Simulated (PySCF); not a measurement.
Cr (chromium, neutral) across methods

[Ar] 3d6, high-spin 5D determinant (an excited configuration). All numbers are calculated (PySCF 2.14, the non-relativistic Hamiltonian (point nucleus), in def2-TZVPPD (6s6p4d2f1g, 67 functions)).

```tsv
method	E (hartree)	mean ε 3p β (eV)	mean ε 3d α (eV)	mean ε 3d β (eV)	Σ⟨r²⟩ (bohr²)	⟨S²⟩
TPSS	-1044.312	-40.765	-2.115	-0.025	38.37	6.069
r2SCAN	-1044.243	-41.327	-2.598	0.004	39.45	6.160
PBE0	-1044.060	-43.184	-3.868	-0.521	38.44	6.152
LDA	-1042.026	-40.602	-2.376	-0.041	37.82	6.057
wB97X-V	-1044.122	-45.327	-5.578	-2.495	36.27	6.069
wB97M-V	-1044.201	-45.534	-5.768	-2.496	36.73	6.076
wB97X	-1044.254	-45.168	-5.487	-2.525	35.98	6.059
```

(1) Estimate the same row for PBE.

⟨S²⟩ = 6.07 against 6.00 shows spin contamination.

The highest occupied level is positive at r2SCAN: only the finite basis holds that electron, which in a density functional comes from self-interaction.

## Answers

(1) E (hartree) = -1044.048; mean ε 3p β (eV) = -40.571; mean ε 3d α (eV) = -2.252; mean ε 3d β (eV) = -0.067; Σ⟨r²⟩ (bohr²) = 38.43; ⟨S²⟩ = 6.067.
